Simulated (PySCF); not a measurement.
# How the method changes the shape and vibrations of BH2O2Si

All numbers below are calculated, not measured. The program is PySCF 2.14.0, an open-source quantum chemistry code, run on an isolated molecule that a program drew, which may never have been made. The molecule is BH2O2Si (charge 0, doublet), drawn as the SMILES string `O=B[SiH]O`.

The geometry was optimised and harmonic frequencies were computed with HF and MP2, all in the cc-pV(D+d)Z basis, for the commonest isotopes, with a restricted reference for singlets and an unrestricted one otherwise, and a frozen core in MP2. Each result is a local minimum of its method.

Geometry at the HF minimum:
```xyz
6
BH2O2Si, angstrom
O    -1.2504    1.5626    0.8886
B    -1.0633    0.4835    0.4318
Si   -0.8552   -1.3361   -0.3978
O    -0.2384   -2.3197    0.7704
H     0.0142   -1.2529   -1.5932
H    -0.0113   -3.2143    0.5626
```

Lengths of the bonds as drawn, in Å (atoms numbered as above):
```
  bond     HF    MP2
 O1-B2  1.187  1.222
B2-Si3  2.011  1.995
Si3-O4  1.647  1.674
Si3-H5  1.480  1.486
 O4-H6  0.946  0.967
```

Rotational constants, in GHz:
| constant | HF | MP2 |
|---|---|---|
| A | 20.33 | 19.94 |
| B | 2.965 | 2.928 |
| C | 2.62 | 2.584 |

Harmonic frequencies in cm^-1, each column in rising order, so a row needn't be the same motion in every method:
| rank | HF | MP2 |
|---|---|---|
| 1 | 161 | 149 |
| 2 | 203 | 223 |
| 3 | 323 | 298 |
| 4 | 422 | 386 |
| 5 | 531 | 520 |
| 6 | 699 | ? |
| 7 | 803 | 778 |
| 8 | 861 | 827 |
| 9 | 945 | 918 |
| 10 | 2137 | 1917 |
| 11 | 2301 | 2250 |
| 12 | 4167 | 3878 |

**Estimate the missing MP2 frequency from the HF column.**

A single factor s that minimises the squared misfit of MP2 against s times HF over the other rows is sum(HF x MP2) / sum(HF^2) = 0.9372, with an rms misfit of 43 cm^-1. For rank 6 it gives 0.9372 x 699 = 655 cm^-1. The calculation gives 655 cm^-1, the same as the estimate. The drawn bonds are on average 1.3 % longer in MP2 than in HF.
